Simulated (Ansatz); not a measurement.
```yaml
crystal:
  periodic: [false, false, false]
  atoms:
    - {symbol: C, position_ang: [0.866251, 1.194693, -1.282897]}
    - {symbol: N, position_ang: [0.406925, -0.025149, -0.658666]}
    - {symbol: B, position_ang: [-0.372579, -0.087268, 0.794909]}
    - {symbol: C, position_ang: [-0.795519, -1.588646, 1.174248]}
    - {symbol: Cl, position_ang: [0.925709, 0.973524, 1.782757]}
    - {symbol: Cl, position_ang: [-1.712980, 0.797841, 0.444510]}
    - {symbol: H, position_ang: [-0.112995, 2.050777, -1.341293]}
    - {symbol: H, position_ang: [1.481131, 1.820769, -0.648072]}
    - {symbol: H, position_ang: [1.217201, 1.184649, -2.270657]}
    - {symbol: H, position_ang: [-0.290089, -0.417305, -1.293165]}
    - {symbol: H, position_ang: [1.149026, -0.611327, -0.429376]}
    - {symbol: H, position_ang: [-1.501921, -1.933928, 0.529716]}
    - {symbol: H, position_ang: [-1.124443, -1.533535, 2.107097]}
    - {symbol: H, position_ang: [0.329198, -2.095302, 1.264059]}
basis:
  gaussian: {orbitals: aug-pcseg-2}
hamiltonian: {xc: {name: HF}}
correlation: {active_space: {window: {electrons: 3, orbitals: 2}}}
output: {forces: true}
```

```sh
$ ansatz run in.yaml --threads 4 --pin off --events-out ev --progress --plain --max-ram 11315MiB
```

It prints (some lines left out):

```
Functional definition: HF
  name "HF"
  cite "Fock, Z. Phys. 61, 126 (1930) doi:10.1007/BF01340294"
  parent pbe
  exchange = exact_x
  correlation = 0
2841 factors; integrals over basis functions are off by at most 1.2e-3 eV
mean field evaluation 1: about -29346.1674 eV, gradient 4.1e1 eV
mean field evaluation 2: about -29346.3389 eV, gradient 4.1e1 eV
mean field evaluation 4: about -29350.7474 eV, gradient 4.3e0 eV
mean field evaluation 8: about -29350.8178 eV, gradient 9.1e-2 eV
mean field -29350.81786233 eV, -1078.6226617416 hartree, gradient 7.6e-6 eV, S^2 0.000000; 0 other end points of the search recorded, 0 dependent functions left out
reference -29350.81786233 eV, -1078.6226617416 hartree; 33, 33 occupied and 435, 435 virtual orbitals, 2841 factors
Error: 3 electrons in 2 orbitals form no window around the highest filled level of the reference
```

In this input the active space doesn't fit the electrons. The run stopped with an error.
